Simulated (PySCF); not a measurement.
# Structure elucidation problem

An unknown has the formula C7H10O2Si. Its calculated NMR data are:

¹H NMR (400 MHz, computed): δ 7.97 (d, 2H), 7.75 (d, 2H), 5.41 (s, 2H), 4.82 (s, 2H), 1.16 (br s, 1H), 0.28 (br s, 1H).

¹³C{¹H} NMR (computed): δ 150.0 (C), 142.1 (C), 141.1 (CH, 2C), 134.3 (CH, 2C), 72.2 (CH2).

PySCF 2.14.0 with density-fitted response routines calculation with GFN2-xTB structure and GIAO PBE0/pcSseg-1 shieldings; no relativistic terms, single conformer, no solvent, rapidly exchanging positions averaged.

Shifts are taken against calculated references (same method and geometry level): ¹H and ¹³C vs TMS.

Question: Deduce the structure.

Answer: 
1. Rings plus π bonds: 4 (1 ring in the answer).
2. 5 carbon signals for 7 carbons: some carbons are equivalent by symmetry or fast rotation.
3. Carbon types of the structure: 2 × C, 4 × CH, 1 × CH2, leaving 4 H on heteroatoms.
4. δC 150.0, 142.1: substituted aromatic carbon.
5. δC 141.1, 134.3: aromatic CH.
6. δC 72.2: sp3 CH2 bonded to O, on an aromatic ring; the inductive effect lowers its shielding.
7. δH 7.97, 7.75: hydrogen on an aromatic CH; ring-current deshielding.
8. δH 4.82: hydrogen on an sp3 CH2 bonded to O, on an aromatic ring; its carbon carries O, an electronegative neighbour.
9. δH 1.16: hydrogen on an oxygen bonded to Si; exchangeable, gas-phase position.
10. δH 0.28: hydrogen on an alcohol oxygen; labile proton, position sensitive to the medium.

These data were computed for `InChI=1S/C7H10O2Si/c8-5-6-1-3-7(10-9)4-2-6/h1-4,8-9H,5,10H2`.

The data come from this structure; uniqueness wasn't tested.

Exchangeable OH/NH protons stand at their gas-phase positions; hydrogen bonding in a real sample shifts them, mostly to higher δ. Shifts are as computed. Against solution values, carbons near 30 ppm lie about +3 ppm off and those near 130 ppm about +5 ppm. Of 1309 compounds with measured shifts, 239 miss one by over three times the rms of a fit or turn the order of signals round; such compounds aren't used in these exercises. No couplings were computed; multiplicities are counted from neighbouring protons, with m where these are inequivalent, close in shift, in a saturated or five-membered ring or joined by F or P, and br s for small geminal =CH2 splittings.
